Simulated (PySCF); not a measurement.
CH₉AlO₂Si₂, charge -1, doublet, at a GFN2-xTB geometry (such geometries of metal compounds can be far from the true shape) (a state made from the parent by changing its charge; the spin is typed, not shown lowest) (in this run its highest filled SCF level lies above zero, so its values depend strongly on the basis, on diffuse functions most of all); DF-HF/aug-cc-pVDZ run with PySCF.

The PySCF input:
```python
from pyscf import gto, scf

mol = gto.M(
    atom='''
Al    0.193542    0.302256    0.295665
C     1.057327    1.732023    1.560424
H     1.754247    1.283163    2.274487
H     0.307600    2.271740    2.150350
H     1.620341    2.493936    1.009070
O    -0.947287    1.058264   -0.847771
Si   -1.945844    1.813039   -1.833826
H    -3.343475    1.476479   -1.501501
H    -1.684407    1.408636   -3.229054
H    -1.792100    3.276157   -1.744129
O     0.762443   -1.365840    0.583580
Si    1.321185   -2.825035    0.901178
H     0.220921   -3.711678    1.325537
H     2.325762   -2.789748    1.979645
H     1.955078   -3.401598   -0.299984
''',
    basis='aug-cc-pvdz',
    charge=-1,
    spin=1,
    verbose=4,
)

mf = scf.UHF(mol)
mf = mf.density_fit(auxbasis='def2-universal-jkfit')
mf.kernel()
```

Task: Write the output that PySCF gives for this input, abridged.

Result: 
```
PySCF version 2.14.0

[INPUT] verbose = 4
[INPUT] num. atoms = 15
[INPUT] num. electrons = 73
[INPUT] charge = -1
[INPUT] spin (= nelec alpha-beta = 2S) = 1
[INPUT] symmetry False subgroup None
[INPUT] Mole.unit = angstrom
[INPUT] Symbol           X                Y                Z      unit          X                Y                Z       unit  Magmom
[...]
nuclear repulsion = 400.98939696029
number of shells = 93
number of NR pGTOs = 354
number of NR cGTOs = 231
basis = aug-cc-pvdz
ecp = {}

******** <class 'pyscf.df.df_jk.DFUHF'> ********
method = DFUHF
initial guess = minao
damping factor = 0
level_shift factor = 0
DIIS = <class 'pyscf.scf.diis.CDIIS'>
diis_start_cycle = 1
diis_space = 8
diis_damp = 0
SCF conv_tol = 1e-09
SCF conv_tol_grad = None
SCF max_cycles = 50
direct_scf = False
number electrons alpha = 37  beta = 36
Set gradient conv threshold to 3.16228e-05
******** <class 'pyscf.df.df.DF'> ********
auxbasis = def2-universal-jkfit
init E= -1012.6913492864

cycle= 1 E= -1012.57680695459  delta_E= 0.115  |g|= 0.627  |ddm|= 4.29
cycle= 2 E= -1012.67984621322  delta_E= -0.103  |g|= 0.497  |ddm|= 4.23
cycle= 3 E= -1012.77965849846  delta_E= -0.0998  |g|= 0.0503  |ddm|= 0.918
cycle= 4 E= -1012.78541560199  delta_E= -0.00576  |g|= 0.0167  |ddm|= 2.34
cycle= 5 E= -1012.787194808  delta_E= -0.00178  |g|= 0.0125  |ddm|= 2.77
cycle= 6 E= -1012.78838243695  delta_E= -0.00119  |g|= 0.00812  |ddm|= 3.57
cycle= 7 E= -1012.78924225658  delta_E= -0.00086  |g|= 0.00419  |ddm|=  5.5
cycle= 8 E= -1012.78951138091  delta_E= -0.000269  |g|= 0.0025  |ddm|= 3.86
cycle= 9 E= -1012.78961738897  delta_E= -0.000106  |g|= 0.0015  |ddm|= 2.82
cycle= 10 E= -1012.78965563637  delta_E= -3.82e-05  |g|= 0.00113  |ddm|= 1.49
cycle= 11 E= -1012.78967774057  delta_E= -2.21e-05  |g|= 0.00102  |ddm|= 0.698
cycle= 12 E= -1012.78968934301  delta_E= -1.16e-05  |g|= 0.00102  |ddm|= 0.132
cycle= 13 E= -1012.78968207897  delta_E= 7.26e-06  |g|= 0.00101  |ddm|= 0.0634
cycle= 14 E= -1012.78964233241  delta_E= 3.97e-05  |g|= 0.000888  |ddm|= 0.453
cycle= 15 E= -1012.78956932747  delta_E= 7.3e-05  |g|= 0.00069  |ddm|= 0.784
cycle= 16 E= -1012.78954778415  delta_E= 2.15e-05  |g|= 0.000569  |ddm|= 0.406
cycle= 17 E= -1012.78954130403  delta_E= 6.48e-06  |g|= 0.000439  |ddm|= 0.323
cycle= 18 E= -1012.78954449404  delta_E= -3.19e-06  |g|= 0.000345  |ddm|= 0.343
cycle= 19 E= -1012.78954540645  delta_E= -9.12e-07  |g|= 0.000295  |ddm|= 0.17
cycle= 20 E= -1012.78954749496  delta_E= -2.09e-06  |g|= 0.000205  |ddm|= 0.309
cycle= 21 E= -1012.78954984647  delta_E= -2.35e-06  |g|= 0.000155  |ddm|= 0.32
cycle= 22 E= -1012.7895502522  delta_E= -4.06e-07  |g|= 0.000101  |ddm|= 0.112
cycle= 23 E= -1012.78955046359  delta_E= -2.11e-07  |g|= 5.14e-05  |ddm|= 0.0908
cycle= 24 E= -1012.78955056303  delta_E= -9.94e-08  |g|= 2.45e-05  |ddm|= 0.0813
cycle= 25 E= -1012.78955057209  delta_E= -9.06e-09  |g|= 1.72e-05  |ddm|= 0.025
cycle= 26 E= -1012.7895505757  delta_E= -3.61e-09  |g|= 1.07e-05  |ddm|= 0.0165
cycle= 27 E= -1012.78955057786  delta_E= -2.16e-09  |g|= 6.46e-06  |ddm|= 0.0111
cycle= 28 E= -1012.78955057908  delta_E= -1.22e-09  |g|= 4.38e-06  |ddm|= 0.00568
cycle= 29 E= -1012.78955057968  delta_E= -5.99e-10  |g|= 2.69e-06  |ddm|= 0.00433
Extra cycle  E= -1012.78955057974  delta_E= -6.59e-11  |g|= 2.2e-06  |ddm|= 0.0008
converged SCF energy = -1012.78955057974  <S^2> = 0.75108122  2S+1 = 2.0010809
```
